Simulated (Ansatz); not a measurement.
A search over several starts for the lowest SCF solution of the cluster ReO2⁻ at the given spin, in a small basis.

```yaml
crystal:
  periodic: [false, false, false]
  atoms:
    - {symbol: Re, position_ang: [0.529475, -0.015062, 0.082526]}
    - {symbol: O, position_ang: [-0.193991, 1.527054, -0.217837]}
    - {symbol: O, position_ang: [-0.335483, -1.511992, 0.135311]}
basis:
  gaussian: {orbitals: def2-SVP}
total_charge: -1
magnetization: {spin_polarized: true, initial_magnetization: 0}
hamiltonian: {xc: pbe0, dispersion: d4}
output: {orbitals: {seedname: orbitals}}
```

```sh
$ ansatz run in.yaml --threads 4 --pin off --events-out ev --progress --plain --max-ram 3916MiB
```

Shortened log:

```
Functional definition: PBE0
569 factors; integrals over basis functions are off by at most 9.2e-4 eV
mean field evaluation 1: about -6213.5963 eV, gradient 2.9e1 eV
mean field evaluation 2: about -6168.5107 eV, gradient 1.1e2 eV
mean field evaluation 4: about -6217.0280 eV, gradient 3.3e0 eV
mean field evaluation 8: about -6217.2233 eV, gradient 3.2e-1 eV
mean field evaluation 16: about -6217.2240 eV, gradient 2.7e-4 eV
mean field evaluation 32: about -6217.6695 eV, gradient 6.3e-3 eV
mean field evaluation 64: about -6217.6670 eV, gradient 1.4e-2 eV
mean field -6217.66952002 eV, -228.4951403728 hartree, gradient 4.3e-6 eV, S^2 0.988959; 9 other end points of the search recorded, 0 dependent functions left out
reference -6217.66954760 eV, -228.4951413866 hartree; 16, 16 occupied and 44, 44 virtual orbitals, 569 factors
Total energy: -6217.72568822 eV, -228.4972045162 hartree
```

It took 3.2 s on 4 threads of Arm Neoverse V2 on a shared host.

Other converged states that the search met: 0.45 eV higher (⟨S²⟩ = 0.00).

In the def2 sets Re takes a core potential; there is no spin–orbit coupling. The unrestricted singlet has broken spin symmetry (⟨S²⟩ up to 0.99). At PBE0-D4/def2-TZVPD a triplet of charge -1 lies 0.31 eV below the unrestricted singlet, which stands at the restricted singlet's geometry. The structure comes from a short search, and lower isomers may exist.
